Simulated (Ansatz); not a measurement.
`[OH][Al]([F])[SH]`, relaxed with RKS PBE-D4/def2-SVP in Ansatz from a rough embedded geometry. The force threshold is 0.03 eV/Å; the program also tests the step.

The species carries charge 0 and has multiplicity 1.

Start:

```xyz
6

O     0.056   -0.600   -1.720
Al    0.336   -0.457    0.105
F     1.985   -0.677    0.734
S    -1.313    0.008    1.491
H     0.102    0.340   -2.044
H    -1.166    1.385    1.433
```

```json
{"step": "1", "energy (eV)": "-22210.3456", "largest force (eV/Å)": "2.221", "largest move (Å)": "0.000"}
{"step": "2", "energy (eV)": "-22210.5819", "largest force (eV/Å)": "1.477", "largest move (Å)": "0.135"}
{"step": "3", "energy (eV)": "-22210.6628", "largest force (eV/Å)": "0.985", "largest move (Å)": "0.051"}
{"step": "4", "energy (eV)": "-22210.7232", "largest force (eV/Å)": "0.565", "largest move (Å)": "0.100"}
{"step": "5", "energy (eV)": "-22210.7491", "largest force (eV/Å)": "0.291", "largest move (Å)": "0.068"}
{"step": "6", "energy (eV)": "-22210.8091", "largest force (eV/Å)": "0.309", "largest move (Å)": "0.142"}
{"step": "7", "energy (eV)": "-22210.8251", "largest force (eV/Å)": "0.876", "largest move (Å)": "0.195"}
{"step": "8", "energy (eV)": "-22210.9410", "largest force (eV/Å)": "0.397", "largest move (Å)": "0.200"}
{"step": "9", "energy (eV)": "-22211.0197", "largest force (eV/Å)": "0.230", "largest move (Å)": "0.197"}
{"step": "10", "energy (eV)": "-22211.0534", "largest force (eV/Å)": "0.216", "largest move (Å)": "0.200"}
{"step": "11", "energy (eV)": "-22211.0683", "largest force (eV/Å)": "0.205", "largest move (Å)": "0.176"}
{"step": "12", "energy (eV)": "-22211.0710", "largest force (eV/Å)": "0.011", "largest move (Å)": "0.032"}
```

End:

```xyz
6

O     0.445   -0.427   -1.704
Al    0.345   -0.119   -0.031
F     1.719   -0.394    0.881
S    -1.442    0.606    0.995
H    -0.282   -0.292   -2.330
H    -0.785    0.626    2.189
```

Run time 20 s (2 threads of a server CPU on a shared host); peak host memory 0.2 GiB.
